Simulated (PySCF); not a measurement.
ClH3Si, charge +1, multiplicity 2. Atoms are numbered in the order given.

```xyz
5

Si     0.0775    -0.9185     0.0000
Cl    -0.0138     1.0357     0.0000
H     -1.1029    -1.5611    -0.8203
H      1.3560    -1.6258     0.0000
H     -1.1029    -1.5611     0.8203
```
Charge +1, spin multiplicity 2.

Geometry optimised at ωB97X-D3(BJ)/def2-TZVP. The multiplicity is an assumed one; other spin states were not compared. The isomer is the one that the SMILES or the coordinates give; other isomers of the formula were not compared.

Computed with PBE/def2-TZVPD run with PySCF.

Mulliken values depend strongly on the basis, most of all with diffuse functions as here. ESP charges are fitted to the potential on shells at 1.4 to 2.0 van der Waals radii. Atomic charges (e):

```
atom  ESP fit  meta-Löwdin  Mulliken  Mulliken spin
----  -------  -----------  --------  -------------
Si1      0.26          ___      0.36           0.27
Cl2      0.25          ___      0.08           0.18
H3       0.17          ___      0.22           0.28
H4       0.16          ___      0.12          -0.01
H5       0.17          ___      0.22           0.28
```

Fill in the missing entries. (Estimate from the structure and the level; the computed values follow.)


- Si1, meta-Löwdin: 0.69
- Cl2, meta-Löwdin: 0.04
- H3, meta-Löwdin: 0.12
- H4, meta-Löwdin: 0.02
- H5, meta-Löwdin: 0.12
